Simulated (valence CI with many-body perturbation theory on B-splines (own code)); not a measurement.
## Level structure of Nd⁴⁷⁺

Calculated by configuration interaction combined with many-body perturbation theory (CI+MBPT): three valence electrons over a frozen Dirac-Fock core [Ne], radial functions for each j: 11 s, 11 p, 9 d, 7 f, 5 g, 2 h, 1 i, with the one-electron correlation potential Σ1, the two-electron term Σ2, the three-electron term Σ3, Breit, model QED; selected CI, second order for the rest (own B-spline code, finite nucleus).

No measured spectrum was set against this ion. As an estimate, large intervals hold to a few tenths of a per cent, small ones and those within an open d or f shell to about a per cent.

Levels 46 to 68 of 68, with energies above the lowest level, (3s^2 3p1/2) J=1/2. "Leading %" is the weight of the configuration and term that name the level; weights of strongly mixed levels are sums over their largest components and can fall short. In the jj column 3d3/2^4 stands for four electrons in 3d with j = 3/2.

```tsv
No.	Configuration	Term	J	E (Ry)	Leading %	g	Second component	Leading jj
46	3p³	²P°	3/2	49.623	48	1.253	28 % 3p³ ²D°	3p3/2^3 (90 %)
47	3p²3d	²D	3/2	50.775	40	1.106	16 % 3p²3d ⁴P	3p1/2 3p3/2 3d3/2 (86 %)
48	3p²3d	⁴P	5/2	50.833	27	1.198	26 % 3p²3d ²D	3p1/2 3p3/2 3d3/2 (76 %)
49	3p²3d	⁴P	1/2	51.068	36	1.711	30 % 3p²3d ²P	3p1/2 3p3/2 3d3/2 (88 %)
50	3p²3d	⁴D	7/2	51.252	45	1.296	36 % 3p²3d ⁴F	3p1/2 3p3/2 3d5/2 (98 %)
51	3p²3d	²G	9/2	51.752	57	1.185	37 % 3p²3d ⁴F	3p1/2 3p3/2 3d5/2 (94 %)
52	3p²3d	²P	3/2	51.928	49	1.382	27 % 3p²3d ⁴P	3p1/2 3p3/2 3d5/2 (90 %)
53	3p²3d	²D	5/2	52.137	39	1.149	25 % 3p²3d ⁴D	3p1/2 3p3/2 3d5/2 (87 %)
54	3s3d²	⁴F	3/2	52.734	82	0.493	11 % 3s3d² ²D	3s 3d3/2^2 (86 %)
55	3p²3d	²F	7/2	52.864	46	1.089	24 % 3p²3d ²G	3p1/2 3p3/2 3d5/2 (78 %)
56	3p²3d	²F	5/2	53.168	34	1.182	29 % 3p²3d ⁴P	3p1/2 3p3/2 3d5/2 (82 %)
57	3s3d²	⁴F	5/2	53.365	65	1.066	13 % 3s3d² ²D	3s 3d3/2^2 (67 %)
58	3p²3d	²P	1/2	53.649	50	1.206	32 % 3p²3d ²S	3p1/2 3p3/2 3d5/2 (86 %)
59	3p²3d	²D	3/2	53.814	61	0.907	11 % 3p²3d ²P	3p1/2 3p3/2 3d5/2 (88 %)
60	3s3d²	⁴P	1/2	54.427	75	2.448	14 % 3s3d² ²S	3s 3d3/2^2 (78 %)
61	3s3d²	⁴F	7/2	54.873	92	1.221		3s 3d3/2 3d5/2 (87 %)
62	3s3d²	⁴P	5/2	55.303	34	1.255	26 % 3s3d² ⁴F	3s 3d3/2 3d5/2 (85 %)
63	3s3d²	⁴P	3/2	55.548	87	1.599	8 % 3s3d² ²D	3s 3d3/2 3d5/2 (97 %)
64	3s3d²	⁴F	9/2	55.684	62	1.249	34 % 3s3d² ²G	3s 3d3/2 3d5/2 (76 %)
65	3s3d²	²G	7/2	56.294	68	0.976	22 % 3s3d² ²F	3s 3d3/2 3d5/2 (90 %)
66	3s3d²	²F	5/2	56.321	48	1.150	34 % 3s3d² ⁴P	3s 3d3/2 3d5/2 (76 %)
67	3s3d²	²D	3/2	56.393	46	1.061	23 % 3s3d² ²P	3s 3d3/2 3d5/2 (72 %)
68	3s3d²	²P	1/2	56.935	55	1.155	12 % 3s3d² ⁴P	3s 3d3/2 3d5/2 (65 %)
```
